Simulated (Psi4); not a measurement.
ClSn (SMILES [Cl][Sn+]), charge +1, singlet, at a GFN2-xTB geometry (such geometries of metal compounds can be far from the true shape) (core potentials on Sn); B3LYP5/def2-SVP in Psi4.

Input for Psi4:
```
memory 2 GB

molecule {
1 1
  Sn   -0.00000000   -0.00000000   -0.58286497
  Cl    0.00000000    0.00000000    1.71430873
}

set basis def2-svp
set scf_type pk
set puream true
set d_convergence 1e-8
set dft_radial_points 99
set dft_spherical_points 590

energy('b3lyp5')
print_variables()
```

Task: Write the output that Psi4 gives for this input, abridged.

Result: 
```
   => Loading Basis Set <=

    Name: DEF2-SVP
    Role: ORBITAL
    Keyword: BASIS

    !!!  WARNING: ECP capability is in beta. Please check occupations closely.  !!!

         ---------------------------------------------------------
                                   SCF
               by Justin Turney, Rob Parrish, Andy Simmonett
                          and Daniel G. A. Smith
                              RKS Reference
         ---------------------------------------------------------

  ==> Geometry <==

    Molecular point group: c2v
    Full point group: C_inf_v

    Geometry (in Angstrom), charge = 1, multiplicity = 1:

       Center              X                  Y                   Z               Mass
    ------------   -----------------  -----------------  -----------------  -----------------
         SN           0.000000000000     0.000000000000    -0.518686523167   119.902201630000
         CL           0.000000000000     0.000000000000     1.778487176833    34.968852682000

  Running in c2v symmetry.

  Rotational constants: A = ************  B =      0.11800  C =      0.11800 [cm^-1]
  Rotational constants: A = ************  B =   3537.45759  C =   3537.45759 [MHz]
  Nuclear repulsion =   86.154685120493937

  Charge       = 1
  Multiplicity = 1
  Electrons    = 38
  Nalpha       = 19
  Nbeta        = 19

  ==> Algorithm <==

  SCF Algorithm Type is PK.
  DIIS enabled.
  MOM disabled.
  Fractional occupation disabled.
  Guess Type is SAD.
  Energy threshold   = 1.00e-06
  Density threshold  = 1.00e-08
  Integral threshold = 1.00e-12

  ==> Primary Basis <==

  Basis Set: DEF2-SVP
    Blend: DEF2-SVP
    Number of shells: 18
    Number of basis functions: 44
    Number of Cartesian functions: 47
    Spherical Harmonics?: true
    Max angular momentum: 2

  Core potential: DEF2-SVP
    Number of shells: 4
    Number of ECP primitives: 18
    Number of ECP core electrons: 28
    Max angular momentum: 3

  ==> DFT Potential <==

   => LibXC <=

    Version 7.1.2
    S. Lehtola, C. Steigemann, M. J. T. Oliveira, and M. A. L. Marques,  SoftwareX 7, 1–5 (2018) (10.1016/j.softx.2017.11.002)

   => Composite Functional: B3LYP5 <=

    B3LYP5 Hyb-GGA Exchange-Correlation Functional

    P. J. Stephens, F. J. Devlin, C. F. Chabalowski, and M. J. Frisch,  J. Phys. Chem. 98, 11623 (1994) (10.1021/j100096a001)

    Deriv               =              1
    GGA                 =           TRUE
    Meta                =          FALSE

[...]
   @RKS iter   6:  -674.06637407526341   -6.04207e-06   2.16947e-05 DIIS
   @RKS iter   7:  -674.06637435696246   -2.81699e-07   2.55931e-06 DIIS
   @RKS iter   8:  -674.06637436035976   -3.39730e-09   4.16918e-07 DIIS
   @RKS iter   9:  -674.06637436043673   -7.69660e-11   7.91587e-08 DIIS
   @RKS iter  10:  -674.06637436044002   -3.29692e-12   3.19013e-09 DIIS
  Energy and wave function converged.

  ==> Post-Iterations <==

   Electrons on quadrature grid:
      Ntotal   =   38.0000002971 ; deviation = 2.971e-07

    Orbital Energies [Eh]
    ---------------------

    Doubly Occupied:

[...]
       4B2    -0.541445

    Virtual:

[...]
      21A1    51.174740

    Final Occupation by Irrep:
             A1    A2    B1    B2
    DOCC [    10,    1,    4,    4 ]
    NA   [    10,    1,    4,    4 ]
    NB   [    10,    1,    4,    4 ]

  @RKS Final Energy:  -674.06637436044002

   => Energetics <=

    Nuclear Repulsion Energy =             86.1546851204939372
    One-Electron Energy =               -1173.7019076366325407
    Two-Electron Energy =                 450.5982138037907703
    DFT Exchange-Correlation Energy =     -37.1173656480921039
    Empirical Dispersion Energy =           0.0000000000000000
    VV10 Nonlocal Energy =                  0.0000000000000000
    Total Energy =                       -674.0663743604400224

Computation Completed

Properties will be evaluated at   0.000000,   0.000000,   0.000000 [a0]

Properties computed using the SCF density matrix

 Multipole Moments:

 ------------------------------------------------------------------------------------
     Multipole            Electronic (a.u.)      Nuclear  (a.u.)        Total (a.u.)
 ------------------------------------------------------------------------------------

 L = 1.  Multiply by 2.5417464519 to convert [e a0] to [Debye]
 Dipole X            :          0.0000000            0.0000000            0.0000000
 Dipole Y            :          0.0000000            0.0000000            0.0000000
 Dipole Z            :        -36.6376861           35.5706522           -1.0670339
 Magnitude           :                                                    1.0670339

 ------------------------------------------------------------------------------------

  Variable Map:
  ----------------------------------------------------------------------------
[...]
  Array Variable Map:
  ----------------------------------------------------------------------------
[...]
[...]
```
